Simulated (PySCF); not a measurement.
Species: C2H6FNSi.
SMILES with atom numbers: `[CH2:1]=[C:2]([F:3])[SiH2:4][NH2:5]` (hydrogens: H6, H7 on C1; H8, H9 on Si4; H10, H11 on N5)

Theory: PBE0-D3(BJ)/def2-SVP geometry optimisation, gas phase in PySCF.

Q: What internal coordinates does the optimisation give?

A: 
```json
{"bond": "C1=C2", "length (Å)": "1.332"}
{"bond": "C2–F3", "length (Å)": "1.347"}
{"bond": "C2–Si4", "length (Å)": "1.888"}
{"bond": "Si4–N5", "length (Å)": "1.727"}
{"bond": "C1–H6", "length (Å)": "1.091"}
{"bond": "C1–H7", "length (Å)": "1.094"}
{"bond": "Si4–H8, Si4–H9", "length (Å)": "1.495"}
{"bond": "N5–H10, N5–H11", "length (Å)": "1.013"}
```

Bonds in one row agree within 0.01 Å and their mean is given. A selection of angles:
```json
{"angle": "C2–C1–H6", "degrees": "118.6"}
{"angle": "C2–C1–H7", "degrees": "121.8"}
{"angle": "H6–C1–H7", "degrees": "119.5"}
{"angle": "C1–C2–F3", "degrees": "120.2"}
{"angle": "C1–C2–Si4", "degrees": "125.2"}
{"angle": "F3–C2–Si4", "degrees": "114.6"}
{"angle": "C2–Si4–N5", "degrees": "108.6"}
{"angle": "C2–Si4–H8", "degrees": "106.4"}
{"angle": "C2–Si4–H9", "degrees": "110.6"}
{"angle": "N5–Si4–H8", "degrees": "115.8"}
{"angle": "N5–Si4–H9", "degrees": "107.1"}
{"angle": "H8–Si4–H9", "degrees": "108.4"}
{"angle": "Si4–N5–H10", "degrees": "121.6"}
{"angle": "Si4–N5–H11", "degrees": "119.9"}
{"angle": "H10–N5–H11", "degrees": "111.5"}
```

Torsions: C1–C2–Si4–N5 -11° (synperiplanar). The mirror-image conformer, all signs reversed, is as good.

N5 (silicon-bound nitrogen) has angles 121.6°, 119.9° and 111.5°, sum 353.0°, 0.18 Å off the plane of its three neighbours. Of the pairs four or more bonds apart, N5···H6 is among the closest relative to their van der Waals radii: 2.78 Å, 101 % of the sum of Bondi's values. Si4 (SiH2 silicon) is distorted tetrahedral (angles from 106.4° to 115.8°).

Point group: C1 (no symmetry element, even within 0.4 Å). No PBE0-D3(BJ)/def2-SVP frequencies stand behind this structure, so it isn't proved a minimum. The numbers are those of one conformer (C1–C2–Si4–N5 -11°, C2–Si4–N5–H -73° and 139°).
